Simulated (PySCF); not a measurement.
Where the electron goes

Al2Cl6.
Z-matrix (Å and degrees, PBE0-D3(BJ)/def2-SVP geometry), rows numbered from 1:
```
Cl
Al  1  2.0824
Cl  2  2.0813  1  123.63
Cl  2  2.2765  1  109.56  3  -131.22
Al  4  2.2788  2   89.08  1  -111.04
Cl  5  2.0823  4  109.63  2  -111.47
Cl  5  2.0811  4  108.83  2   110.55
Cl  5  2.2764  4   90.92  2    -0.21
```

Theory: TDDFT PBE0/def2-SVPD, vertical, gas phase, core orbitals frozen in the response (PySCF).

Kohn–Sham orbitals with the atoms that hold most of them (Löwdin shares over 4%, at most four atoms; ? is withheld):

| orbital | ε (eV) | atoms |
| --- | --- | --- |
| LUMO+2 | -0.63 | Al2 17%, Al5 17%, Cl8 15%, Cl4 15% |
| LUMO+1 | -0.76 | Cl4 23%, Cl8 23%, Al5 12%, Al2 12% |
| LUMO | ? | Al2 22%, Al5 22%, Cl4 11%, Cl8 11% |
| HOMO | -9.58 | ? |
| HOMO-1 | -9.68 | Cl7 24%, Cl3 24%, Cl1 24%, Cl6 24% |
| HOMO-2 | -9.71 | Cl7 23%, Cl3 22%, Cl1 20%, Cl6 20% |
| HOMO-3 | -9.90 | Cl1 45%, Cl7 43% |

Question: Which atoms hold the HOMO, and with what shares?

Answer: Cl7 (bonded to Al) 23%; Cl3 (bonded to Al) 23%; Cl1 (bonded to Al) 22%; Cl6 (bonded to Al) 22%.

Question: What is the LUMO energy, and the HOMO–LUMO gap?

Answer: ε(LUMO) = -1.34 eV; the gap is 8.24 eV (0.3028 hartree).

Question: The HOMO–LUMO gap is 8.24 eV. Where does the response calculation put the lowest singlet, and from which orbitals?

Answer: S1 is at 7.09 eV (f = 0.0099), 1.15 eV below the gap, made of HOMO→LUMO (89%). 

Next come S2 at 7.18 eV (f 0.0000), HOMO-1→LUMO (81%), HOMO→LUMO+1 (16%); S3 at 7.19 eV (f 0.0000), HOMO-2→LUMO (90%); S4 at 7.34 eV (f 0.0000), HOMO-3→LUMO (40%), HOMO-4→LUMO (39%), HOMO-2→LUMO+1 (18%); S5 at 7.38 eV (f 0.0000), HOMO-4→LUMO (46%), HOMO-3→LUMO (45%).

Löwdin shares depend on the basis, the more so with diffuse functions.

Time: 2.6 min. Hardware: one thread, Arm Neoverse V1, shared host.
